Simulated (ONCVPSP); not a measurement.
**strontium (Sr): one change to an ONCV potential, before and after**

```
Element                 : strontium (Sr)
Generator               : ONCVPSP 4.0.1
Type                    : optimised norm-conserving Vanderbilt (ONCV)
Functional              : PBE
Relativity              : fully relativistic
Frozen core             : [Ar] 3d10
Valence charge          : 10
Reference configuration : 4s2 4p6 4d0.5 5s1.5
Partial waves           : 4s+5s: rc 2.50 bohr, ncon 4, nbas 7, qcut 3.6 1/bohr, 3 projectors, debl 0.5 Ha; 4p: rc 1.60 bohr, ncon 4, nbas 8, qcut 4.7 1/bohr, 2 projectors, debl 3 Ha; 4d: rc 3.45 bohr, ncon 4, nbas 8, qcut 5.1 1/bohr, 1 projector
Local potential         : polynomial inside 1.50 bohr (lpopt 5, dvloc0 2 Ha)
Core correction         : Teter function, fcfact 4.25, rcfact 1.4
```

Open shells are filled in proportion to 2j + 1.

Change: d: qcut 3.1.

Cutoffs: the cutoffs (Ha) at which the residual kinetic energy of the hardest occupied pseudo-wave falls to 1 and 0.1 mHa per electron; they do not see the model core or the augmentation charge, which bear on the density cutoff. Errors are all-electron minus pseudo energies relative to the spin-unpolarised reference configuration.

Question: How do hardness, ghosts and transferability respond?

Answer: The potential gets neither clearly harder nor softer (23 Ha and 74 Ha → 23 Ha and 74 Ha); a bound ghost appears in d, which as a rule spoils a file; of the 3 tests that both files solve, the error grows in 3 and shrinks in 0 by more than 15 % and 0.3 meV (median size 0.5 → 5.4 meV).

```csv
quantity,base,changed
"cutoff, loose",23 Ha,23 Ha
"cutoff, tight",74 Ha,74 Ha
loose cutoff by channel,"s 3.8 Ha, p 23 Ha, d 6.8 Ha","s 3.8 Ha, p 23 Ha, d 5.0 Ha"
bound ghosts,none,"d5/2, d3/2"
GHOST(+) flags under 300 eV,s at 237.2 eV,s at 237.2 eV
tests with a reliable result,3 of 4,3 of 4
"error for 4s2 4p6 4d0 5s2, meV [ΔE -1.15 eV]",+0.5,+5.4
"error for 4s2 4p6 4d0 5s1, meV [ΔE 4.74 eV]",+2.7,+11
"error for 4s2 4p6 4d1 5s1, meV [ΔE 1.18 eV]",+0.1,+3.2
s: phases at 2.53 bohr within 0.05 rad from the reference energy up to (Ha; the scan ends near 5),4.3,4.3
p3/2: phases at 1.63 bohr within 0.05 rad from the reference energy up to (Ha; the scan ends near 5),4.9,4.9
p1/2: phases at 1.63 bohr within 0.05 rad from the reference energy up to (Ha; the scan ends near 5),to the end of the scan,to the end of the scan
d5/2: phases at 3.50 bohr within 0.05 rad from the reference energy up to (Ha; the scan ends near 5),0.5,0.4
d3/2: phases at 3.50 bohr within 0.05 rad from the reference energy up to (Ha; the scan ends near 5),0.5,0.4
"rms error of d²Exc/dni dnj with the model core, mHa",2.50,2.56
```

 A true bound ghost makes a file unfit for plane-wave use even where its test errors are small: the radial tests pick states by their node count and pass the ghost by.
